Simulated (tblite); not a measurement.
Compound: C2H4BClF2.
Bonds: F1–B2, B2–F3, B2–C4, C4–C5, C5–Cl6. Hydrogens: H7, H8 on C4; H9, H10 on C5.

Computed with GFN2-xTB (tblite), gas phase: L-BFGS steps from a force-field or distance-geometry start until the largest atomic force falls under 0.01 eV/Å.

Step 42: E = -589.5242 eV
```
atom  x, y, z in Å  |  force x, y, z in eV/Å
F1     -2.5748   -0.3261    0.6279    0.001  -0.001   0.017
B2     -1.4770    0.2464    0.1867    0.006  -0.006  -0.025
F3     -1.6791    1.3865   -0.4373    0.005   0.011  -0.025
C4     -0.0425   -0.3758    0.4231   -0.010  -0.018   0.018
C5      1.0287    0.1185   -0.5423   -0.012   0.007   0.014
Cl6     2.6604   -0.3409    0.0324   -0.051  -0.011  -0.039
H7     -0.0935   -1.4654    0.3981    0.030  -0.026   0.003
H8      0.2638   -0.1204    1.4429   -0.003   0.018   0.007
H9      1.0176    1.2043   -0.6228    0.021   0.015   0.014
H10     0.9054   -0.3225   -1.5311    0.014   0.012   0.015
```

Step 43: E = -589.5246 eV
```
atom  x, y, z in Å  |  force x, y, z in eV/Å
F1     -2.5749   -0.3241    0.6306   -0.006  -0.002   0.010
B2     -1.4772    0.2445    0.1846    0.004   0.010  -0.017
F3     -1.6768    1.3866   -0.4374    0.004  -0.009  -0.021
C4     -0.0433   -0.3782    0.4221    0.000  -0.011   0.019
C5      1.0275    0.1182   -0.5431    0.001   0.005   0.018
Cl6     2.6590   -0.3421    0.0309   -0.039  -0.011  -0.030
H7     -0.0913   -1.4685    0.4020    0.030  -0.006  -0.006
H8      0.2606   -0.1174    1.4421   -0.003   0.009  -0.012
H9      1.0165    1.2045   -0.6202    0.017   0.011   0.016
H10     0.9088   -0.3190   -1.5341   -0.009   0.005   0.024
```

**Question.** Estimate the geometry and energy of step 44. (The exact step hangs on the optimiser's Hessian estimate; all steps are aligned on step 43, rigid shifts and turns removed.)

**Answer.** E = -589.5248 eV, largest force 0.036 eV/Å
```
atom  x, y, z in Å  |  force x, y, z in eV/Å
F1     -2.5737   -0.3183    0.6401    0.000   0.007   0.000
B2     -1.4769    0.2442    0.1834   -0.009   0.015  -0.010
F3     -1.6764    1.3831   -0.4457    0.006  -0.033  -0.010
C4     -0.0440   -0.3806    0.4211    0.005  -0.004   0.013
C5      1.0269    0.1189   -0.5426    0.005   0.007   0.016
Cl6     2.6577   -0.3408    0.0310   -0.018  -0.016  -0.019
H7     -0.0916   -1.4710    0.4004    0.029   0.005  -0.012
H8      0.2593   -0.1208    1.4419   -0.005   0.007  -0.019
H9      1.0153    1.2055   -0.6169    0.012   0.008   0.015
H10     0.9122   -0.3157   -1.5352   -0.025   0.004   0.025
```

The energy changes by -0.0003 eV. The first-order estimate −F·Δx gives -0.0003 eV and the mean of the old and new forces, exact on a quadratic surface, -0.0003 eV. The step makes an angle of 76° with the force vector and moves no atom by more than 0.011 Å.

The cost below is that of the whole relaxation. Hardware: one thread of an Intel Xeon at 2.50 GHz, on a shared host. Cost: 0.97 s of wall time.
